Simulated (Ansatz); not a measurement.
A short molecular-dynamics run on [TaOF4]- (TaOF4⁻).

```yaml
crystal:
  periodic: [false, false, false]
  atoms:
    - {symbol: Ta, position_ang: [0.000117, -0.000193, 0.059930]}
    - {symbol: O, position_ang: [0.003062, -0.006742, 1.807435]}
    - {symbol: F, position_ang: [1.873858, 0.013370, -0.470018]}
    - {symbol: F, position_ang: [-0.012619, 1.876395, -0.459871]}
    - {symbol: F, position_ang: [-1.875425, -0.009946, -0.463699]}
    - {symbol: F, position_ang: [0.011007, -1.872885, -0.473786]}
basis:
  gaussian: {orbitals: def2-SVP}
total_charge: -1
hamiltonian: {xc: {name: PBE}, dispersion: d3bjatm}
md: {timestep: 0.5 fs, n_steps: 15, ensemble: nvt_nose_hoover, temperature: 1000, initial_velocities: maxwell_boltzmann, seed: 284}
scf: {omitted_lower_state_checks: [starts]}
```

```sh
$ ansatz run in.yaml --threads 4 --pin off --events-out ev --progress --plain --max-ram 3916MiB
```

| step | time (fs) | potential energy (eV) | kinetic (eV) | T (K) | conserved (eV) |
| --- | --- | --- | --- | --- | --- |
| 0 | 0.0 | -14456.8892 | 0.5170 | 1000 | -14456.3722 |
| 1 | 0.5 | -14456.8908 | 0.5186 | 1003 | -14456.3722 |
| 2 | 1.0 | -14456.8892 | 0.5170 | 1000 | -14456.3722 |
| 3 | 1.5 | -14456.8846 | 0.5124 | 991 | -14456.3722 |
| 4 | 2.0 | -14456.8770 | 0.5049 | 976 | -14456.3721 |
| 5 | 2.5 | -14456.8667 | 0.4945 | 956 | -14456.3721 |
| 6 | 3.0 | -14456.8538 | 0.4817 | 932 | -14456.3721 |
| 7 | 3.5 | -14456.8387 | 0.4666 | 902 | -14456.3721 |
| 8 | 4.0 | -14456.8215 | 0.4495 | 869 | -14456.3721 |
| 9 | 4.5 | -14456.8028 | 0.4308 | 833 | -14456.3721 |
| 10 | 5.0 | -14456.7828 | 0.4108 | 795 | -14456.3720 |
| 11 | 5.5 | -14456.7619 | 0.3900 | 754 | -14456.3720 |
| 12 | 6.0 | -14456.7405 | 0.3686 | 713 | -14456.3720 |
| 13 | 6.5 | -14456.7190 | 0.3471 | 671 | -14456.3720 |
| 14 | 7.0 | -14456.6976 | 0.3258 | 630 | -14456.3719 |
| 15 | 7.5 | -14456.6769 | 0.3052 | 590 | -14456.3719 |

Velocities are drawn at the set temperature; a run this short doesn't reach equilibrium.

In the def2 sets Ta takes a core potential; there is no spin–orbit coupling. The highest occupied level of an anion often lies above zero with these methods, and sets without diffuse functions describe the outer electron poorly.

Frames (Å, forces in eV/Å):

```xyz
6
time=0.0 fs
Ta    0.000    0.000    0.060   -0.001    0.001   -0.343
O     0.003   -0.007    1.807    0.001   -0.002    0.471
F     1.874    0.013   -0.470   -0.002    0.001   -0.032
F    -0.013    1.876   -0.460    0.000   -0.002   -0.032
F    -1.875   -0.010   -0.464    0.002    0.000   -0.032
F     0.011   -1.873   -0.474    0.000    0.002   -0.032
6
time=0.5 fs
Ta    0.000    0.000    0.060    0.068   -0.039    0.026
O     0.003   -0.008    1.814   -0.002    0.005    0.188
F     1.873    0.016   -0.471    0.014   -0.009   -0.041
F    -0.015    1.871   -0.461    0.004    0.102   -0.059
F    -1.870   -0.010   -0.465   -0.101    0.003   -0.058
F     0.006   -1.870   -0.474    0.017   -0.062   -0.056
6
time=1.0 fs
Ta    0.001    0.000    0.060    0.140   -0.080    0.390
O     0.003   -0.009    1.820   -0.004    0.011   -0.088
F     1.872    0.018   -0.472    0.030   -0.019   -0.050
F    -0.017    1.867   -0.461    0.007    0.209   -0.088
F    -1.865   -0.010   -0.467   -0.206    0.006   -0.084
F     0.002   -1.867   -0.473    0.035   -0.128   -0.080
6
time=1.5 fs
Ta    0.001    0.000    0.059    0.213   -0.122    0.744
O     0.003   -0.010    1.826   -0.006    0.018   -0.353
F     1.872    0.020   -0.473    0.045   -0.028   -0.060
F    -0.019    1.862   -0.462    0.009    0.317   -0.116
F    -1.859   -0.010   -0.469   -0.313    0.009   -0.111
F    -0.003   -1.864   -0.473    0.052   -0.194   -0.103
6
time=2.0 fs
Ta    0.001    0.000    0.059    0.288   -0.166    1.088
O     0.003   -0.011    1.832   -0.008    0.025   -0.607
F     1.871    0.022   -0.475    0.061   -0.037   -0.069
F    -0.021    1.857   -0.463    0.012    0.427   -0.146
F    -1.854   -0.010   -0.470   -0.422    0.012   -0.139
F    -0.007   -1.861   -0.473    0.069   -0.260   -0.127
6
time=2.5 fs
Ta    0.001    0.000    0.059    0.364   -0.211    1.419
O     0.003   -0.012    1.838   -0.010    0.032   -0.849
F     1.870    0.025   -0.476    0.076   -0.047   -0.077
F    -0.023    1.852   -0.463    0.015    0.537   -0.175
F    -1.849   -0.010   -0.472   -0.531    0.016   -0.167
F    -0.012   -1.858   -0.473    0.086   -0.327   -0.151
6
time=3.0 fs
Ta    0.001    0.000    0.059    0.441   -0.256    1.736
O     0.003   -0.013    1.844   -0.012    0.039   -1.076
F     1.870    0.027   -0.477    0.092   -0.056   -0.086
F    -0.025    1.847   -0.464    0.017    0.648   -0.205
F    -1.843   -0.011   -0.474   -0.641    0.019   -0.195
F    -0.016   -1.855   -0.473    0.103   -0.393   -0.174
6
time=3.5 fs
Ta    0.002    0.000    0.059    0.519   -0.302    2.038
O     0.003   -0.014    1.850   -0.014    0.046   -1.290
F     1.869    0.029   -0.478    0.107   -0.065   -0.094
F    -0.028    1.843   -0.465    0.020    0.759   -0.234
F    -1.838   -0.011   -0.476   -0.751    0.022   -0.223
F    -0.021   -1.853   -0.472    0.120   -0.459   -0.197
6
time=4.0 fs
Ta    0.002    0.000    0.059    0.596   -0.349    2.324
O     0.003   -0.015    1.855   -0.016    0.053   -1.489
F     1.868    0.031   -0.479    0.121   -0.074   -0.102
F    -0.030    1.838   -0.466    0.022    0.869   -0.263
F    -1.833   -0.011   -0.477   -0.860    0.026   -0.251
F    -0.025   -1.850   -0.472    0.137   -0.525   -0.219
6
time=4.5 fs
Ta    0.002    0.000    0.058    0.673   -0.395    2.593
O     0.003   -0.016    1.861   -0.017    0.060   -1.673
F     1.868    0.034   -0.480    0.136   -0.083   -0.110
F    -0.032    1.834   -0.467    0.024    0.978   -0.292
F    -1.828   -0.011   -0.479   -0.969    0.029   -0.279
F    -0.030   -1.847   -0.472    0.153   -0.589   -0.240
6
time=5.0 fs
Ta    0.002    0.000    0.058    0.749   -0.442    2.844
O     0.003   -0.018    1.866   -0.019    0.067   -1.841
F     1.867    0.036   -0.482    0.150   -0.092   -0.116
F    -0.034    1.830   -0.468    0.026    1.086   -0.320
F    -1.824   -0.011   -0.481   -1.075    0.033   -0.306
F    -0.034   -1.845   -0.472    0.169   -0.653   -0.261
6
time=5.5 fs
Ta    0.003    0.000    0.058    0.823   -0.487    3.078
O     0.003   -0.019    1.871   -0.020    0.074   -1.994
F     1.867    0.038   -0.483    0.163   -0.100   -0.123
F    -0.036    1.826   -0.469    0.028    1.191   -0.347
F    -1.819   -0.011   -0.483   -1.180    0.036   -0.332
F    -0.039   -1.842   -0.472    0.186   -0.714   -0.281
6
time=6.0 fs
Ta    0.003    0.001    0.058    0.894   -0.532    3.292
O     0.003   -0.020    1.875   -0.021    0.081   -2.133
F     1.866    0.040   -0.484    0.176   -0.109   -0.129
F    -0.038    1.822   -0.470    0.030    1.293   -0.374
F    -1.814   -0.011   -0.485   -1.281    0.040   -0.357
F    -0.043   -1.840   -0.472    0.201   -0.774   -0.300
6
time=6.5 fs
Ta    0.003    0.001    0.059    0.963   -0.575    3.487
O     0.002   -0.021    1.879   -0.022    0.088   -2.255
F     1.865    0.042   -0.485    0.188   -0.117   -0.134
F    -0.040    1.818   -0.471    0.032    1.391   -0.399
F    -1.810   -0.011   -0.487   -1.379    0.044   -0.382
F    -0.048   -1.837   -0.472    0.217   -0.832   -0.317
6
time=7.0 fs
Ta    0.004    0.001    0.059    1.028   -0.616    3.662
O     0.002   -0.022    1.883   -0.022    0.095   -2.364
F     1.865    0.044   -0.487    0.199   -0.125   -0.138
F    -0.042    1.814   -0.472    0.034    1.486   -0.422
F    -1.806   -0.011   -0.489   -1.473    0.048   -0.405
F    -0.052   -1.835   -0.472    0.233   -0.887   -0.334
6
time=7.5 fs
Ta    0.004    0.001    0.059    1.090   -0.655    3.818
O     0.002   -0.023    1.887   -0.023    0.101   -2.457
F     1.864    0.047   -0.488    0.210   -0.134   -0.142
F    -0.044    1.811   -0.473    0.036    1.575   -0.444
F    -1.802   -0.011   -0.491   -1.561    0.052   -0.426
F    -0.057   -1.833   -0.472    0.248   -0.939   -0.349
```

It took 16 s on 4 threads of Arm Neoverse V2 on a shared host.
